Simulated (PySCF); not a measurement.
# Potential energy of AgI along the bond

Set-up: Ag def2-TZVPP with ECP28, I def2-TZVPP with ECP28; scalar-relativistic core potentials (PySCF 2.14). Energies in eV from Ag (4d10 5s1) + I in their ground configurations at the same level. State: ¹Σ⁺ (singlet), closed shell.

All columns are M06. A positive dipole means Ag(−)I(+).

```tsv
R (Å)	E (eV)	μ (D)	Mulliken charge on Ag (basis-dependent)	HOMO (eV)	LUMO (eV)	Mayer bond order	⟨S²⟩
2.210	-1.454	-3.63	0.29	-6.84	-2.63	1.36	0.00
2.313	-2.019	-3.86	0.28	-6.81	-2.73	1.28	0.00
2.416	-2.327	-4.10	0.28	-6.77	-2.85	1.21	0.00
2.493	-2.440	-4.28	0.28	-6.74	-2.93	1.17	0.00
2.570	-2.479	-4.47	0.29	-6.71	-3.02	1.13	0.00
2.647	-2.463	-4.66	0.29	-6.67	-3.11	1.09	0.00
2.750	-2.383	-4.92	0.30	-6.63	-3.24	1.05	0.00
2.878	-2.219	-5.23	0.31	-6.57	-3.39	1.01	0.00
3.033	-1.973	-5.59	0.33	-6.51	-3.58	0.97	0.00
3.238	-1.618	-6.03	0.34	-6.45	-3.82	0.94	0.00
```

A fit through these points gives, at Re = 2.584 Å, μ = -4.50 D and dμ/dR = -2.46 D/Å; the reduced mass is 58.02 u.

Problem. How strong is the fundamental in the double-harmonic approximation, I = 42.26·(dμ/dR)²/μred km/mol?

Solution. I = 42.26·(-2.46)²/58.02 = 4.41 km/mol at M06.

These are scalar-relativistic numbers at best; spin–orbit coupling would shift them, the dissociation energy most.
